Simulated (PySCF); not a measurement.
How methods differ on the ionisation energy of Sr²¹⁺

Sr²¹⁺ [Ne] 3s2 3p5 [3p1/2^2 3p3/2^3, M_J = 3/2] → Sr²²⁺ [Ne] 3s2 3p4 [3p1/2^2 3p3/2^2, M_J = 2], as a difference of total energies. All numbers are calculated (PySCF 2.14, the two-component X2C-1e Hamiltonian, in an uncontracted even-tempered set (19 s from 2.5 bohr⁻², ratio 2.4; 14 p from 3.2 bohr⁻², ratio 2.4; 5 d from 15 bohr⁻², ratio 2.6; 4 f from 22 bohr⁻², ratio 2.6)). Correlated levels: 1s2 frozen; the 56 highest virtual spinors dropped. "Screened" scales the spin-orbit matrix elements by Boettger's factors to mimic the two-electron term; Breit and QED terms are absent.

```
                    method  ionisation energy (eV)
           GHF (spin-free)                  985.86
          GMP2 (spin-free)                  986.78
 GHF (screened spin-orbit)                  982.56
GMP2 (screened spin-orbit)                  983.48
```

Task: How much does correlation contribute at GMP2 (screened spin-orbit)?

Result: 983.48 − (982.56) = 0.92 eV, measured against GHF (screened spin-orbit).

Breit and QED terms and the two-electron picture change are absent.

The spin-free rows relax to the high-spin LS determinant and lack the spin-orbit shift.

The labels give the starting determinants; with spin-orbit coupling the two ends relaxed to ⟨J²⟩ = 3.75, ⟨L²⟩ = 2.00, ⟨S²⟩ = 0.75 and ⟨J²⟩ = 6.00, ⟨L²⟩ = 2.72, ⟨S²⟩ = 1.64.

For comparison: 982.1 ± 1.1 eV (semi-empirical (NIST evaluation); NIST Atomic Spectra Database, ionization energies).
